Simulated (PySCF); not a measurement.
Species: C7H7FO.
SMILES with atom numbers: `[OH:1][CH2:2][C@@:3]12[CH:4]=[CH:5][C@H:6]3[C@@H:7]1[C@@:8]23[F:9]` (hydrogens: H10 on O1; H11, H12 on C2; H13 on C4; H14 on C5; H15 on C6; H16 on C7)

Computed, not measured: PySCF 2.14.0, density-fitted response routines, TDDFT PBE0/def2-SVPD, vertical, gas phase, core orbitals frozen in the response. One conformer (not necessarily the lowest) at the GFN2-xTB geometry, without solvent, vibrations or thermal averaging.

Frontier orbitals with the atoms that hold most of them (Löwdin shares over 4%, at most four atoms; ? is withheld):

| orbital | ε (eV) | atoms |
| --- | --- | --- |
| LUMO+2 | 1.01 | C8 24%, F9 22%, O1 9%, H11 8% |
| LUMO+1 | 0.52 | O1 22%, H10 15%, C2 14%, H13 10% |
| LUMO | -0.26 | ? |
| HOMO | ? | C4 31%, C5 31%, C8 8%, C7 6% |
| HOMO-1 | -7.83 | ? |
| HOMO-2 | -8.21 | O1 63%, C2 12%, C3 7%, H12 6% |
| HOMO-3 | -8.63 | C3 20%, C6 19%, C7 15%, C8 12% |

(1) Give the leading atoms of the LUMO.

(2) Which atoms hold the HOMO-1, and with what shares?

(3) What is the HOMO energy, and the HOMO–LUMO gap?

Results:

(1) C5 (bonded to 2 C and H) 29%; C4 (bonded to 2 C and H) 28%; C7 (bonded to 3 C and H) 8%; C6 (bonded to 3 C and H) 6%.

(2) C7 (bonded to 3 C and H) 32%; C8 (bonded to 3 C and F) 22%; F9 (bonded to C) 14%; C3 (bonded to 4 C) 7%. By element: carbon 60% or more, fluorine 14%.

(3) ε(HOMO) = -6.98 eV; the gap is 6.72 eV (0.2469 hartree).

Task: The HOMO–LUMO gap is 6.72 eV. Where does the response calculation put the lowest singlet, and from which orbitals?

Result: S1 is at 5.86 eV (f = 0.041), 0.86 eV below the gap, made of HOMO→LUMO (67%), HOMO-1→LUMO (30%). Without the coupling terms of the response equations the lowest excitation would equal the gap.

Task: Give energy, strength and leading configuration of S3 and S4, and follow the Löwdin shares of the leading atoms from the occupied to the empty orbital.

Result: 
- S3 (6.45 eV, f 0.013), HOMO→LUMO+1 (96%): C4 31% → at most 11%, C5 31% → at most 11%, O1 at most 7% → 22%, H10 at most 7% → 15%
- S4 (6.80 eV, f 0.0043), HOMO-2→LUMO (91%): O1 63% → at most 6%, C2 12% → at most 6%, C5 at most 7% → 29%, C4 at most 7% → 28%

Hardware: one thread of an Arm Neoverse N1, on a shared host. Cost: 81 s wall, 0.94 GiB resident at most.
